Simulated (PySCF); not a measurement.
Several structures and their simulated spectra, in scrambled order.

A. SMILES C(C/C=C(\C(=C)F)C)(F)(F)F
B. SMILES C1=C(OC)C1
C. SMILES C(OC=C)=C

Spectrum 1. 1H NMR (500 MHz, computed): δ 5.00 (t, J = 2.7 Hz, 1H), 4.00 (s, 3H), 1.72 (d, J = 2.7 Hz, 2H). 13C{1H} NMR (computed): δ 150.2 (C), 69.7 (CH), 60.6 (CH3), 17.0 (CH2).

Spectrum 2. 1H NMR (500 MHz, computed): δ 5.93 (m, 1H), 5.24 (m, 1H), 4.80 (m, 1H), 3.35 (m, 2H), 2.03 (s, 3H). 13C{1H} NMR (computed): δ 175.7 (C), 139.1 (C), 135.4 (C), 131.1 (CH), 101.0 (CH2), 40.0 (CH2), 25.3 (CH3).

Spectrum 3. 1H NMR (500 MHz, computed): δ 6.52 (dd, J = 13.9, 7.3 Hz, 2H), 4.84 (dd, J = 13.9, 2.9 Hz, 2H), 4.39 (dd, J = 7.3, 2.9 Hz, 2H). 13C{1H} NMR (computed): δ 157.8 (CH), 96.4 (CH2).

Theoretical values (PySCF 2.14): spin–spin couplings from B3LYP/pcJ-1 (spin–dipole term left out of most H,H and C,H couplings), geometry: GFN2-xTB, shieldings: GIAO PBE0/pcSseg-1. Fast rotation and ring inversion assumed for equivalent nuclei, a single conformation, relativity neglected, isolated molecule.

δ = σ(ref) − σ, references computed at the same level: 1H and 13C against TMS. Multiplet labels drop J under 1 Hz and among equivalent protons, and merge close values. Unscaled 3J(H,H) run several per cent high. Splittings of carbon signals by F and P are missing where no couplings were computed. Where no couplings were computed, multiplicities follow the n + 1 count of equivalent neighbours, and m marks all less simple cases (inequivalent or close neighbours, rings, F or P nearby). Shifts are as computed. Against solution values, carbons near 30 ppm lie about +3 ppm off and those near 130 ppm about +5 ppm. Of 1211 compounds with measured shifts, 218 miss one by over three times the rms of a fit or turn the order of signals round; such compounds aren't used in these exercises.

Which spectrum belongs to which compound?

Answers

1–B, 2–A, 3–C.

- Spectrum 1 (B): 4 13C signals; δC 150.2 is an alkene carbon bearing oxygen; δC 69.7 is a β carbon of an enol-ether or enamine type C=C.
- Spectrum 2 (A): 7 13C signals; δC 139.1 is a fully substituted alkene carbon; δC 135.4 is a CF3 carbon.
- Spectrum 3 (C): 2 13C signals; δC 157.8 is an alkene carbon bearing oxygen; δC 96.4 is a β carbon of an enol-ether or enamine type C=C.
